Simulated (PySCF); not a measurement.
H₂MoN + NH₃ → MoH₅ + N₂

Level: PBE0 in the def2-TZVP basis family, computed in PySCF with density fitting; scalar-relativistic core potentials for atoms from Rb on, none lighter, no spin–orbit coupling; open shells unrestricted.

```json
{"species": "H₂MoN", "state and structure": "doublet, Cs, Mo–H 1.700 Å (×2), Mo–N 1.613 Å; H–Mo–H 103.5°, H–Mo–N 98.2° (×2)", "E (Eh)": "-124.03004", "ZPE (kJ/mol)": "40.5", "H(298 K) − H(0) (kJ/mol)": "11.3", "S° (J/(mol K))": "265.2"}
{"species": "NH₃", "state and structure": "singlet, C3v, N–H 1.013 Å (×3); H–N–H 107.1° (×3)", "E (Eh)": "-56.51312", "ZPE (kJ/mol)": "90.6", "H(298 K) − H(0) (kJ/mol)": "10.0", "S° (J/(mol K))": "192.4"}
{"species": "MoH₅", "state and structure": "doublet, Cs, Mo–H 1.644 Å (×2), Mo–H 1.674 Å (×2), Mo–H 1.701 Å; H–Mo–H 57.0°, H–Mo–H 69.1° (×2), H–Mo–H 113.4° (×2), H–Mo–H 115.5°, H–Mo–H 116.8° (×4)", "E (Eh)": "-71.05718", "ZPE (kJ/mol)": "90.6", "H(298 K) − H(0) (kJ/mol)": "12.1", "S° (J/(mol K))": "258.7"}
{"species": "N₂", "state and structure": "singlet, D∞h, N–N 1.089 Å", "E (Eh)": "-109.44629", "ZPE (kJ/mol)": "14.9", "H(298 K) − H(0) (kJ/mol)": "8.7", "S° (J/(mol K))": "191.4"}
```

(1) What is the electronic reaction energy?

(2) Add zero-point, thermal and entropy terms for 298.15 K and 1 bar.

Answers

(1) At PBE0/def2-TZVP, ΔE = 104.2 kJ/mol from the differences of the total energies times 2625.5, uphill. 

(2) ΔZPE = -25.6 and Δ[H(298) − H(0)] = -0.5 kJ/mol give ΔH° = 78.1 kJ/mol. ΔS° = -7.5 J/(mol K), so ΔG° = 78.1 − 298.15 × (-0.0075) = 80 kJ/mol and log₁₀K = -14.1.

Open d or f shells are single determinants, so the state found may not be the ground state. The structures come from searches over a few start shapes, so lower isomers are not excluded.
